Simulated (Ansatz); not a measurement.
CH₅AlClNO, singlet, geometry from GFN2-xTB (such geometries of metal compounds can be far from the true shape), with bond 9-8 at 1.4 times its length; Ansatz (a first-principles code) with SC-NEVPT2/6-31G, CASSCF(6,5).

Ansatz was given this input:
Ansatz 0.2 input:
```yaml
crystal:
  periodic: [false, false, false]
  atoms:
    - {symbol: Al, position_ang: [-0.12766945, 0.31912435, 0.17933540]}
    - {symbol: Cl, position_ang: [1.27248731, -0.35054741, 1.48227259]}
    - {symbol: O, position_ang: [-0.39431877, -0.53576413, -1.20345570]}
    - {symbol: C, position_ang: [-0.71170699, -1.16881760, -2.40627670]}
    - {symbol: H, position_ang: [-0.55306537, -0.48504683, -3.24380911]}
    - {symbol: H, position_ang: [-0.07862106, -2.04957040, -2.54279371]}
    - {symbol: H, position_ang: [-1.75856311, -1.48223100, -2.40055657]}
    - {symbol: N, position_ang: [-1.06075369, 1.79618762, 0.50186769]}
    - {symbol: H, position_ang: [-0.92516138, 2.61250487, 1.64502656]}
    - {symbol: H, position_ang: [-1.76836170, 2.17397180, -0.10901274]}
basis:
  gaussian:
    orbitals: 6-31G
magnetization: {spin_polarized: false}
correlation: {method: sc_nevpt2, electrons: all, active_space: {window: {electrons: 6, orbitals: 5}}}
```

Output, abridged:

```
Functional definition: HF
774 factors; integrals over basis functions are off by at most 2.3e-4 eV
mean field evaluation 1: about -23709.4529 eV, gradient 4.2e1 eV
mean field evaluation 2: about -23709.4603 eV, gradient 4.2e1 eV
mean field evaluation 4: about -23713.2922 eV, gradient 2.5e0 eV
mean field evaluation 8: about -23713.3201 eV, gradient 1.3e-4 eV
mean field -23713.32010211 eV, -871.4484402868 hartree, gradient 4.0e-6 eV, S^2 0.000000; 0 other end points of the search recorded, 0 dependent functions left out
reference -23713.32010211 eV, -871.4484402868 hartree; 28, 28 occupied and 35, 35 virtual orbitals, 774 factors
state -23714.86777160 eV, -871.5053160915 hartree
state -23714.86777160 eV, -871.5053160915 hartree; corrected -23724.48775278 eV, -871.8588438793 hartree
state -23714.74341717 eV, -871.5007461507 hartree
state -23714.74341717 eV, -871.5007461507 hartree; corrected -23724.62638234 eV, -871.8639384218 hartree
state -23714.74341717 eV, -871.5007461507 hartree; corrected -23724.62638234 eV, -871.8639384218 hartree
state -23714.43572612 eV, -871.4894387131 hartree
state -23714.43572612 eV, -871.4894387131 hartree; corrected -23724.23577005 eV, -871.8495836847 hartree
state -23714.74341717 eV, -871.5007461507 hartree; corrected -23724.62638234 eV, -871.8639384218 hartree
WARN: the results are in doubt because another end's mean lies 0.124 eV lower, and its corrected mean 0.139 eV higher
Total energy: -23724.62638234 eV, -871.8639384218 hartree
In doubt: another end's mean lies 0.124 eV lower, and its corrected mean 0.139 eV higher
```
